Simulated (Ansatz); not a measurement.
Compare A (`OC(O)[SiH2][SiH3]`) with its isomer B (`O[SiH2]C(O)[SiH3]`).

Program: Ansatz. Geometries: PBE0-D4/def2-TZVP. ΔE: electronic, gas phase. CBS: MP2 limit from def2 TZ/QZ plus the TZ coupled-cluster correction, frozen cores. DFT in def2-TZVPP. B3LYP here is the variant with VWN-RPA as its local correlation; programs differ in this. One conformer a species, not always the lowest.

A:

```xyz
13

O     1.2144    1.1975   -0.9126
C    -0.0887    1.2499   -0.3782
O    -0.9659    1.9747   -1.1969
Si   -0.8300   -0.5000   -0.1322
Si    0.5666   -1.7280    1.2872
H     1.1734    0.7322   -1.7551
H     0.0430    1.7457    0.5924
H    -0.6413    2.8802   -1.2600
H    -0.8801   -1.1412   -1.4778
H    -2.2083   -0.4146    0.4211
H    -0.0467   -3.0472    1.6007
H     0.7744   -0.9909    2.5636
H     1.8891   -1.9583    0.6481
```

B:

Z-matrix (Å, degrees):
```
Si
C 1 1.885
O 1 1.645 2 109.4
H 1 1.483 2 110.0 3 -117.7
H 1 1.488 2 108.6 3 121.9
Si 2 1.888 1 114.6 3 -174.1
O 2 1.439 1 104.5 3 -51.7
H 2 1.102 1 106.9 3 65.8
H 3 0.960 1 114.6 2 44.8
H 6 1.492 2 107.9 1 170.3
H 6 1.485 2 111.1 1 51.6
H 6 1.487 2 110.5 1 -70.4
H 7 0.961 2 109.2 1 -179.3
```

Problem. Which isomer does CCSD(T)/CBS put lower? Give the gap. (An estimate is asked.)

Solution. Ansatz gave: B, by 33.2 kcal/mol.

Problem. Give E(B) − E(A) in kcal/mol with CCSD(T)/def2-TZVPP, r2SCAN-D4, HF/def2-TZVPP, MP2/def2-TZVPP, PBE-D4, B3LYP, B3LYP-D4. (An estimate is asked.)

Solution. Ansatz gave: CCSD(T)/def2-TZVPP -32.2, r2SCAN-D4 -30.7, HF/def2-TZVPP -34.2, MP2/def2-TZVPP -35.4, PBE-D4 -26.5, B3LYP -30.8, B3LYP-D4 -31.5. None reverses the order clearly.

Largest T1 diagnostic: 0.013.

From PBE to PBE0 (25 % exact exchange), in def2-TZVPP and without D4, E(B) − E(A) moves by −2.0 kcal/mol.
